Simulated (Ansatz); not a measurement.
GaH2Me (CH5Ga). Total charge 0; singlet. Geometry relaxed at PBE0-D4/def2-TZVP.

```csv
atom,x (Å),y (Å),z (Å)
Ga1,0.119,1.018,-0.275
H2,1.413,1.807,0.148
H3,-0.966,1.753,-1.147
C4,-0.118,-0.861,0.253
H5,0.395,-1.500,-0.474
H6,-1.169,-1.154,0.266
H7,0.325,-1.063,1.230
```

**Question.** Estimate the harmonic wavenumbers at RKS PBE0-D4/def2-TZVP (Ansatz, unscaled). Is this a minimum?

**Answer.** 36i, 411, 500, 576, 733, 768, 780, 1223, 1442, 1450, 1950, 1955, 3047, 3124, 3153 cm⁻¹. No: 1 imaginary mode, a saddle point. Zero-point energy 126.3 kJ/mol. It took 21 s on 4 threads of Intel Xeon on a shared host.
